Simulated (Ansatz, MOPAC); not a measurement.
Bond stretch in GaB, lowest singlet found (which spin is the ground state isn't settled by this scan).

Levels of theory: AM1, restricted, heats of formation (MOPAC); FCI = full CI/aug-cc-pVDZ, cores with 3d frozen in Ansatz (an electronic-structure program).

Energies relative to the lowest point of each curve between 2.34 and 3.02 Å, where full CI is lowest, in kcal/mol; the last columns give the difference from FCI:

```csv
R / Å,AM1,FCI,AM1 − FCI
2.34,6.2,0.6,5.5
2.45,12.9,0.0,12.9
2.58,20.1,0.2,19.8
2.79,0.0,2.2,-2.2
3.02,8.4,5.5,2.9
3.30,18.9,9.8,9.1
3.65,31.0,14.6,16.4
4.04,41.9,18.5,23.4
4.50,51.7,21.2,30.5
5.16,61.8,22.9,38.9
```

AM1 is furthest from FCI at 5.16 (38.9 kcal/mol, above); its mean absolute difference over the points is 16.2 kcal/mol.

The scan ran from 1.49 to 6.98 Å; beyond the distances shown full CI changes its symmetry label. The restricted form behind AM1 keeps the bonding electrons paired and can't separate into open-shell fragments.
